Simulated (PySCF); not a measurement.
Job file and geometry (Å, from GFN2-xTB) of an NMR shielding run on `F[C@H](Cl)[SiH2]CC1CCC1`, C₆H₁₂ClFSi, GIAO PBE0/pcSseg-1 NMR shielding, non-relativistic, gas phase in PySCF; density fitting, a coarse starting grid and PySCF grid level 2 are the driver's defaults:

```
$ OMP_NUM_THREADS=1 python probes_run.py task.json out

{"job": {"kind": "nmr", "xc": "PBE0", "basis": "pcSseg-1"}, "charge": 0, "multiplicity": 1}
F      2.212876     0.017149     1.964093
C      2.817555    -0.506277     0.856408
Cl     3.470613     0.845997    -0.108760
Si     1.565869    -1.524270    -0.215361
C      0.320053    -0.318955    -0.988174
C     -0.429844     0.534334     0.027427
C     -1.609281     1.368108    -0.508718
C     -2.477641     0.852661     0.648294
C     -1.400317    -0.193621     0.972675
H      3.679695    -1.072621     1.218504
H      2.390841    -2.191568    -1.223386
H      0.958927    -2.478192     0.715459
H      0.841829     0.344045    -1.683376
H     -0.403822    -0.883526    -1.579925
H      0.272557     1.157545     0.581309
H     -1.955091     1.021906    -1.481420
H     -1.455252     2.444265    -0.552370
H     -2.602883     1.588223     1.439969
H     -3.454879     0.460840     0.373311
H     -1.091142    -0.260735     2.013099
H     -1.659584    -1.188365     0.613391
```

Q: Write the output of this run.

A: 
```
coarse grid: 18296 points
cycle   1  E = -1084.4987881604  dE =  9.292e-01  |g| = 6.140e-01  |ddm| = 4.050e+00
cycle   2  E = -1084.4291336354  dE =  6.965e-02  |g| = 8.762e-01  |ddm| = 1.102e+00
cycle   3  E = -1084.5813749565  dE = -1.522e-01  |g| = 6.980e-02  |ddm| = 6.563e-01
cycle   4  E = -1084.5821292459  dE = -7.543e-04  |g| = 3.524e-02  |ddm| = 7.659e-02
cycle   5  E = -1084.5823824083  dE = -2.532e-04  |g| = 6.995e-03  |ddm| = 3.073e-02
cycle   6  E = -1084.5823924470  dE = -1.004e-05  |g| = 2.149e-03  |ddm| = 8.997e-03
cycle   7  E = -1084.5823934155  dE = -9.685e-07  |g| = 4.321e-04  |ddm| = 2.188e-03
final grid: 166992 points
cycle   8  E = -1084.6429131745  dE = -5.759e-05  |g| = 9.885e-03  |ddm| = 3.574e-02
cycle   9  E = -1084.6428982925  dE =  1.488e-05  |g| = 1.272e-02  |ddm| = 1.911e-02
cycle  10  E = -1084.6429367134  dE = -3.842e-05  |g| = 9.637e-04  |ddm| = 1.090e-02
cycle  11  E = -1084.6429368377  dE = -1.243e-07  |g| = 3.645e-04  |ddm| = 8.978e-04
cycle  12  E = -1084.6429368615  dE = -2.384e-08  |g| = 6.961e-05  |ddm| = 2.676e-04
cycle  13  E = -1084.6429368624  dE = -8.627e-10  |g| = 2.831e-05  |ddm| = 8.623e-05
converged SCF energy = -1084.6429368624

GIAO shielding tensors (ppm)
atom      isotropic    diamagn.    paramagn.     s11        s22        s33       span
  0 F      355.492     477.452    -121.960    263.804    326.105    476.567    212.763
  1 C       78.703     245.696    -166.993     40.540     72.683    122.887     82.346
  2 Cl     743.614    1146.710    -403.096    417.273    807.620   1005.950    588.676
  3 Si     393.464     878.858    -485.394    354.342    407.712    418.338     63.996
  4 C      165.858     250.226     -84.367    146.760    159.835    190.980     44.220
  5 C      156.540     246.292     -89.752    142.124    160.961    166.535     24.410
  6 C      154.014     249.542     -95.528    135.439    145.409    181.195     45.756
  7 C      170.769     252.918     -82.149    160.640    169.613    182.054     21.414
  8 C      158.021     249.149     -91.128    143.610    150.359    180.093     36.482
  9 H       25.069      27.108      -2.038     21.432     25.193     28.582      7.150
 10 H       27.723      28.369      -0.646     23.916     25.648     33.604      9.687
 11 H       27.384      29.023      -1.639     23.970     25.978     32.203      8.233
 12 H       29.936      30.711      -0.776     26.104     28.342     35.361      9.257
 13 H       31.034      31.845      -0.811     26.504     30.281     36.316      9.813
 14 H       28.967      32.950      -3.983     24.051     29.588     33.262      9.212
 15 H       30.072      31.306      -1.233     26.916     29.172     34.128      7.213
 16 H       29.329      30.376      -1.048     26.080     26.713     35.193      9.113
 17 H       29.768      30.138      -0.370     26.672     26.953     35.681      9.009
 18 H       29.885      29.446       0.439     25.952     26.662     37.041     11.089
 19 H       29.493      31.487      -1.994     25.563     28.322     34.595      9.033
 20 H       30.183      32.153      -1.970     26.625     30.309     33.615      6.990
```

Q: Turn these shieldings into chemical shifts. Shifts are taken against calculated references (same method and geometry level): 19F (170.95 ppm) against CFCl3; TMS for 13C (186.93 ppm), 29Si (349.16 ppm), 1H (31.72 ppm); HCl for 35Cl (949.78 ppm).

A: Averaging equivalent atoms: F 0: -184.5; C 1: 108.2; C 6: 32.9; C 5: 30.4; C 8: 28.9; C 4: 21.1; C 7: 16.2; Cl 2: 206; Si 3: -44.3; H 9: 6.65; H 11: 4.33; H 10: 3.99; H 14: 2.75; H 16: 2.39; H 19: 2.22; H 17: 1.95; H 18: 1.83; H 12: 1.78; H 15: 1.64; H 20: 1.53; H 13: 0.68 ppm. Unscaled 19F shifts against computed CFCl3 carry errors that often reach 10 to 50 ppm.

Size and cost of the density-fitted run: 227 basis functions, 60 s wall time on 1 thread of an Arm Neoverse V2, shared host; peak memory 1 GiB.
